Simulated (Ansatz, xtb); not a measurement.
# A geometry optimisation of CuFGeHP+ with r2SCAN-D4/def2-SVP

The starting geometry of this gas-phase doublet has its atoms placed at random.

```xyz
5

Cu    0.2168   -1.3358   -0.3329
F     0.9797    1.2317    1.1857
Ge   -0.1724    0.9378    0.1217
P    -1.2020   -0.5848    1.5258
H     0.9598    0.5606   -1.2433
```

**Question.** One run relaxed it with r2SCAN-D4/def2-SVP. What is a likely outcome?

**Answer.** It ends as a structure given below by its coordinates. Distances that change by over a tenth: Cu1–Ge3 (2.35 → 2.61 Å), Cu1–P4 (2.46 → 2.19 Å), Ge3–H5 (1.81 → 1.53 Å).

The energy falls by 2.09 eV over 10 steps:

```
step  E − E(last) (eV)
   1             2.087
   2             1.110
   3             0.579
   4             0.296
   5             0.105
   6             0.022
   7             0.005
   8             0.000
   9             0.000
  10             0.000
```

Final geometry (Å):

```xyz
5

Cu    0.2576   -1.9033    0.3515
F     1.3514    1.2939    1.1892
Ge    0.1776    0.6883    0.0887
P    -1.4255   -0.6116    0.8991
H     0.4209    1.3421   -1.2716
```

From the same start GFN2-xTB ends elsewhere, differing in Cu1–Ge3 (3.21 against 2.61 Å here).

From so rough a start the end depends on the optimiser's path, so another program may land elsewhere. No frequencies were run, so the end isn't proven a minimum. Open shells are spin-unrestricted. Run with Ansatz 0.2.0, 58 s on 2 threads of Intel(R) Xeon(R) 6975P-C (Granite Rapids) (shared host).
